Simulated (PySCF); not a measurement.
## WO2Br2 at several levels of theory

Computed with PySCF 2.14.0 (density fitting, no spin-orbit coupling) at the geometry relaxed with PBE:

```xyz
5
WO2Br2 (singlet)
W     0.0000    0.0000    0.4175
O     0.9691    0.9691    1.4489
O    -0.9691   -0.9691    1.4489
Br    1.4426   -1.4426   -0.8960
Br   -1.4426    1.4426   -0.8960
```

| level | basis | state | HOMO (eV) | gap (eV) | charge on W1 (e) | dipole about the centre of mass (D) | largest force component (eV/Å) |
| --- | --- | --- | --- | --- | --- | --- | --- |
| PBE | W def2-SVP with ECP60, O def2-SVP, Br def2-SVP | singlet | -7.95 | 3.87 | 0.85 | 2.03 | 0.03 |
| HF | the same | singlet | -12.40 | 11.92 | 1.54 | 2.61 | 4.77 |
| BLYP | the same | singlet | -7.74 | 3.83 | 0.84 | 2.10 | 0.39 |
| revPBE | the same | singlet | -7.90 | 3.88 | 0.89 | 1.98 | 0.13 |
| CAM-B3LYP | the same | singlet | -10.61 | 8.12 | 1.01 | 2.14 | 1.73 |
| PBE | W def2-TZVP with ECP60, O def2-TZVP, Br def2-TZVP | singlet | -7.96 | 3.78 | 1.18 | 2.10 | 0.07 |

Charges are Mulliken's, which hang on the basis. The relaxation used the grid (50, 194), these runs (75, 302) or, all-electron (x2c bases, spin-free X2C Hamiltonian), (99, 590).

**Question.** What does PBE with W x2c-SVPall, O x2c-SVPall, Br x2c-SVPall give here?

**Answer.** state singlet, HOMO (eV) -8.01, gap (eV) 3.66, charge on W1 (e) 0.67, dipole about the centre of mass (D) 2.23, largest force component (eV/Å) 0.50. Time: 42 s on 2 threads of Arm Neoverse V1 (shared host), from free ions and atoms.

In the first row's basis the gap widens with exact exchange: 3.8 to 3.9 eV for BLYP, PBE, revPBE (none); 8.1 to 11.9 eV for CAM-B3LYP, Hartree–Fock (rising or full at long range).

No other spin state of this charge was computed.
